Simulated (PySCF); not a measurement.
Ionisation energy of Tc+ by level of theory

Tc+ [Kr] 4d5 5s1 (7S) → Tc(2+) [Kr] 4d5 (6S), as a difference of total energies. All numbers are calculated (PySCF 2.14, scalar relativity through the core potential, in aug-cc-pwCVDZ-PP with ECP28MDF). Correlated levels: valence and next inner shell: nothing frozen outside the core potential. The calculations carry no spin-orbit coupling.

| method | ionisation energy (eV) | difference from reference (eV) |
| --- | --- | --- |
| UHF | 14.245 | -1.015 |
| MP2 (valence and next inner shell) | 15.201 | -0.059 |
| SCS-MP2 (valence and next inner shell) | 14.835 | -0.425 |
| CCSD (valence and next inner shell) | 15.076 | -0.184 |
| CCSD(T) (valence and next inner shell) | 15.124 | -0.136 |

Reference: 15.26 eV (semi-empirical (NIST evaluation); NIST Atomic Spectra Database, ionization energies).

Errors of the correlated levels include the incompleteness of this basis.
